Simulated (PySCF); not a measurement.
BH₂, SMILES [BH2+], charge +1. Atoms are numbered in the order given.

```xyz
3

B      0.0000     0.0000     0.0000
H      0.0000     0.0000    -1.1774
H      0.0000     0.0000     1.1774
```
Charge +1, spin multiplicity 1.

Geometry: r2SCAN-D4/def2-TZVPD.

Computed with TDDFT-ωB97X/def2-TZVPD in PySCF.

Vertical excitations; the highest root listed may be one member of a degenerate set. The molecule is in vacuum. State labels are in the subgroup D2h.

```json
[
 {"state": "S1", "symmetry": "B2g", "energy (eV)": "7.48", "λ (nm)": "166", "f": "0.000", "main pairs": "HOMO→LUMO+1 (degenerate set)"},
 {"state": "S2", "symmetry": "B3g", "energy (eV)": "7.48", "λ (nm)": "166", "f": "0.000", "main pairs": "HOMO→LUMO (degenerate set)"},
 {"state": "S3", "symmetry": "B2u", "energy (eV)": "11.53", "λ (nm)": "108", "f": "0.304", "main pairs": "HOMO−1→LUMO (degenerate set)"},
 {"state": "S4", "symmetry": "B3u", "energy (eV)": "11.53", "λ (nm)": "108", "f": "0.304", "main pairs": "HOMO−1→LUMO+1 (degenerate set)"},
 {"state": "S5", "symmetry": "B1u", "energy (eV)": "14.58", "λ (nm)": "85", "f": "0.809", "main pairs": "HOMO→LUMO+2 95 %"},
 {"state": "S6", "symmetry": "B1u", "energy (eV)": "15.88", "λ (nm)": "78", "f": "0.068", "main pairs": "HOMO→LUMO+3 95 %"},
 {"state": "S7", "symmetry": "Ag", "energy (eV)": "16.95", "λ (nm)": "73", "f": "0.000", "main pairs": "HOMO−1→LUMO+2 56 %, HOMO→LUMO+4 36 %"},
 {"state": "S8", "symmetry": "Ag", "energy (eV)": "17.17", "λ (nm)": "72", "f": "0.000", "main pairs": "HOMO→LUMO+4 62 %, HOMO−1→LUMO+2 27 %"},
 {"state": "S9", "symmetry": "B2u", "energy (eV)": "17.50", "λ (nm)": "71", "f": "0.323", "main pairs": "HOMO→LUMO+6 (degenerate set)"},
 {"state": "S10", "symmetry": "B3u", "energy (eV)": "17.50", "λ (nm)": "71", "f": "0.323", "main pairs": "HOMO→LUMO+5 (degenerate set)"},
 {"state": "T1", "symmetry": "B2g", "energy (eV)": "6.63", "λ (nm)": "187", "f": "0", "main pairs": "HOMO→LUMO+1 (degenerate set)"},
 {"state": "T2", "symmetry": "B3g", "energy (eV)": "6.63", "λ (nm)": "187", "f": "0", "main pairs": "HOMO→LUMO (degenerate set)"},
 {"state": "T3", "symmetry": "B3u", "energy (eV)": "8.83", "λ (nm)": "140", "f": "0", "main pairs": "HOMO−1→LUMO+1 (degenerate set)"},
 {"state": "T4", "symmetry": "B2u", "energy (eV)": "8.83", "λ (nm)": "140", "f": "0", "main pairs": "HOMO−1→LUMO (degenerate set)"}
]
```
Triplets are in the Tamm–Dancoff approximation, which puts them higher than full response would, so one can lie above its singlet here.
